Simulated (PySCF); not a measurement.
C$_{2}$H$_{4}$Si, SMILES `[SiH2]1C=C1`, neutral singlet in the gas phase. 

Cartesian coordinates (Å):
SMILES: C1=C[SiH2]1
```xyz
7

C     -0.7036     0.7082    -0.0104
C     -0.7827    -0.6197    -0.0044
Si     0.9387    -0.0559     0.0094
H     -1.4111     1.5262    -0.0214
H     -1.5824    -1.3480    -0.0085
H      1.7824    -0.1116    -1.2022
H      1.7588    -0.0992     1.2376
```
Charge 0, spin multiplicity 1.

All levels are single points at this geometry (B3LYP-D3(BJ)/def2-TZVP); Pople sets use spherical d functions. Orbital energies aren't observables, and empty levels follow the basis.

```tsv
level	HOMO (eV)	LUMO (eV)	gap (eV)	dipole (D)	vertical IE, Delta-SCF (eV)
B3LYP-D3(BJ)/def2-TZVP in PySCF	-7.26	-0.46	6.80	0.37	9.80
B3LYP/LANL2DZ in PySCF	-7.51	-0.31	7.20	0.31	–
M06-2X/6-31G* in PySCF	-8.40	1.29	9.69	0.43	–
HF/3-21G in PySCF	-10.36	3.89	14.25	0.20	–
HF/6-31G* in PySCF	-10.13	3.60	13.72	0.23	9.00
HF/STO-3G in PySCF	-7.91	9.43	17.34	0.61	–
```
